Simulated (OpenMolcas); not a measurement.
Re5+ (d2) among equal point charges was computed by CASSCF with the d shell active (OpenMolcas, ANO-RCC-VTZP on the metal). Its lowest spin-free states, and all those of the highest spin:

```tsv
2S+1	Degeneracy	E (cm-1)
3	1	0.0
3	3	3152
3	3	5569
1	2	13122
1	3	15737
3	3	17045
1	1	19883
1	3	20887
1	2	22616
1	3	22993
1	1	48579
```

Problem. Is the site octahedral, tetrahedral or cube-like, axial, or of lower symmetry?

Solution. The states with 2S+1 = 3 have orbital degeneracies 1, 3, 3, 3. Threefold states need a cubic site. For d2 at this spin an octahedron puts the threefold T1 below the threefold T2 and a tetrahedron or cube puts the single A2 below the threefold T2, so the site is a tetrahedron or a cube, which this pattern cannot tell apart. The first gap at this spin, 3150 cm-1, is |10Dq| in ligand-field theory. The run had Re5+ among 8 point charges of -1.2 e arranged as a cube (Oh), 2.27 Å from the ion.

Spin-orbit coupling mixes the spin-free states strongly: the lowest level takes only 41 % from its leading state, 3T2, which lies 3152 cm-1 above the lowest spin-free state. Without dynamic correlation the repulsion within the d shell is too large (B by tens of per cent), so at a given field states of lower spin stand too high. This is an electrostatic model: the charges have no orbitals. No measured value stands beside these numbers.
